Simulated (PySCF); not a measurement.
Can point charges reproduce the dipole moment of `C(C#N)[P@](CCC)(=S)C#C`?

Coordinates (GFN2-xTB, Å) and charges (e) from the PBE0/pcSseg-1 density (PySCF):

```json
{"atom": "C1", "x": "3.172", "y": "1.075", "z": "1.619", "Mulliken": "-0.3082", "IAO": "-0.1427", "Hirshfeld": "-0.0465", "ESP-fitted": "-0.3828"}
{"atom": "C2", "x": "2.151", "y": "1.018", "z": "0.986", "Mulliken": "+0.0552", "IAO": "-0.3257", "Hirshfeld": "-0.1074", "ESP-fitted": "+0.1357"}
{"atom": "P3", "x": "0.619", "y": "1.199", "z": "0.122", "Mulliken": "+0.4442", "IAO": "+1.1243", "Hirshfeld": "+0.3692", "ESP-fitted": "+0.0399"}
{"atom": "S4", "x": "-0.235", "y": "2.927", "z": "0.310", "Mulliken": "-0.2813", "IAO": "-0.5662", "Hirshfeld": "-0.2875", "ESP-fitted": "-0.2464"}
{"atom": "C5", "x": "1.147", "y": "0.837", "z": "-1.632", "Mulliken": "-0.3108", "IAO": "-0.5156", "Hirshfeld": "-0.0821", "ESP-fitted": "-0.7892"}
{"atom": "C6", "x": "1.650", "y": "-0.497", "z": "-1.733", "Mulliken": "+0.0709", "IAO": "+0.1336", "Hirshfeld": "+0.0816", "ESP-fitted": "+0.5820"}
{"atom": "N7", "x": "2.035", "y": "-1.574", "z": "-1.772", "Mulliken": "-0.2379", "IAO": "-0.2397", "Hirshfeld": "-0.2150", "ESP-fitted": "-0.4968"}
{"atom": "C8", "x": "-0.343", "y": "-0.274", "z": "0.665", "Mulliken": "-0.3769", "IAO": "-0.4727", "Hirshfeld": "-0.1019", "ESP-fitted": "-0.3811"}
{"atom": "C9", "x": "-1.678", "y": "-0.352", "z": "-0.069", "Mulliken": "-0.2892", "IAO": "-0.2508", "Hirshfeld": "-0.0657", "ESP-fitted": "+0.3449"}
{"atom": "C10", "x": "-2.549", "y": "-1.469", "z": "0.491", "Mulliken": "-0.2485", "IAO": "-0.4141", "Hirshfeld": "-0.1108", "ESP-fitted": "-0.4582"}
{"atom": "H11", "x": "4.076", "y": "1.063", "z": "2.157", "Mulliken": "+0.0679", "IAO": "+0.2149", "Hirshfeld": "+0.1112", "ESP-fitted": "+0.3266"}
{"atom": "H12", "x": "1.919", "y": "1.567", "z": "-1.897", "Mulliken": "+0.2171", "IAO": "+0.2089", "Hirshfeld": "+0.0776", "ESP-fitted": "+0.3351"}
{"atom": "H13", "x": "0.280", "y": "0.982", "z": "-2.286", "Mulliken": "+0.2095", "IAO": "+0.2016", "Hirshfeld": "+0.0754", "ESP-fitted": "+0.3012"}
{"atom": "H14", "x": "-0.507", "y": "-0.149", "z": "1.741", "Mulliken": "+0.1736", "IAO": "+0.1669", "Hirshfeld": "+0.0540", "ESP-fitted": "+0.1805"}
{"atom": "H15", "x": "0.259", "y": "-1.173", "z": "0.507", "Mulliken": "+0.1801", "IAO": "+0.1672", "Hirshfeld": "+0.0464", "ESP-fitted": "+0.1802"}
{"atom": "H16", "x": "-1.502", "y": "-0.532", "z": "-1.133", "Mulliken": "+0.1297", "IAO": "+0.1298", "Hirshfeld": "+0.0365", "ESP-fitted": "+0.0109"}
{"atom": "H17", "x": "-2.195", "y": "0.607", "z": "0.028", "Mulliken": "+0.1491", "IAO": "+0.1496", "Hirshfeld": "+0.0316", "ESP-fitted": "-0.0231"}
{"atom": "H18", "x": "-2.765", "y": "-1.295", "z": "1.543", "Mulliken": "+0.1155", "IAO": "+0.1409", "Hirshfeld": "+0.0437", "ESP-fitted": "+0.1194"}
{"atom": "H19", "x": "-3.492", "y": "-1.519", "z": "-0.048", "Mulliken": "+0.1237", "IAO": "+0.1483", "Hirshfeld": "+0.0471", "ESP-fitted": "+0.1100"}
{"atom": "H20", "x": "-2.046", "y": "-2.429", "z": "0.397", "Mulliken": "+0.1163", "IAO": "+0.1413", "Hirshfeld": "+0.0433", "ESP-fitted": "+0.1111"}
```

Problem. Form Σ q r in debye for every column and set it beside the full dipole.

Solution. The full density gives (0.11, -0.60, 0.49) D, 0.78 D in size; dipole vectors point from the negative to the positive end.

```
    scheme     μx     μy     μz  size (D)  share of the full size (%)  angle to the full dipole (°)
  Mulliken  -3.81  -0.64  -1.44      4.13                         531                           103
       IAO   0.13  -1.37   0.24      1.40                         180                            29
 Hirshfeld   0.28  -0.47   0.53      0.76                          98                            16
ESP-fitted   0.15  -0.68   0.46      0.83                         107                             5
```

Problem. Which set comes closest?

Solution. Length of the difference vector: ESP-fitted 0.09 D, Hirshfeld 0.22 D, IAO 0.81 D, Mulliken 4.37 D. Closest: ESP-fitted. ESP charges are fitted to the potential around the molecule, whose slowest-falling term is the dipole's. 

Problem. What is left for the Hirshfeld atoms' own dipoles?

Solution. The Hirshfeld atoms' densities add up to the full density, so μ = Σ q r + Σ (atomic dipoles). The atomic dipoles sum to (0.11, -0.60, 0.49) − (0.28, -0.47, 0.53) = (-0.17, -0.13, -0.04) D, 0.22 D in size.

Problem. With the origin at the mean of the coordinates, (0.000, 0.001, 0.000) Å, which are the largest single terms, by size, of the Mulliken dipole along the direction of the full one?

Solution. S4 +2.82, C5 +2.24, H12 -2.20, H13 -2.16, P3 -1.61 D; all 20 atoms together -0.95 D. The single terms depend on the origin, their sum doesn't.

Problem. Give the size of the full dipole in other units.

Solution. 0.78 D = 0.306 au = 0.162 e·Å = 2.59 × 10⁻³⁰ C·m.

Isolated species at its GFN2-xTB geometry (one conformer only).

The run behind these numbers computed NMR shieldings as well. On Arm Neoverse V1, one thread, no GPU, shared host with 32 logical CPUs at a one-minute load of 11, this took 54 s of wall time and 1.1 GiB of memory at its peak.

Conformer computed: `[CH:1]#[C:2][P@@:3](=[S:4])([CH2:5][C:6]#[N:7])[CH2:8][CH2:9][CH3:10]`: C2–P3–C5–C6 62°, C2–P3–C8–C9 -176°, P3–C8–C9–C10 -173°.
